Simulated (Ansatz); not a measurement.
**Telling isomers of ClH2O2Sn− apart by their spectra**

These gas-phase data were calculated for one isomer of ClH2O2Sn− at r2SCAN-D4/def2-SVPD (harmonic, unscaled wavenumbers; equilibrium rotational constants with average atomic masses):

```
rotational constants            : 3.901, 1.945, 1.795 GHz
all wavenumbers above 1500 cm⁻¹ : 3818, 3809
```

Candidates:

(1) `[O-][Sn@H]([OH])[Cl]`, a singlet
(2) `[OH][Sn-]([OH])[Cl]`, a singlet

Task: Which structure fits?

Result: Candidate (2). No mode falls between 1650 and 2000 cm⁻¹, where the Sn–H stretch of (1) would stand.

The same quantities for all candidates:

```
     rotational constants (GHz)  wavenumbers above 1500 cm⁻¹  E above the lowest, r2SCAN-D4/def2-SVPD (kcal/mol)
(1)          4.52, 2.164, 1.684                   3828, 1816                                                50.2
(2)         3.901, 1.945, 1.795                   3818, 3809                                                 0.0
```

Each candidate is one conformer. Atoms past krypton carry core potentials. Programs: Ansatz 0.2.0.
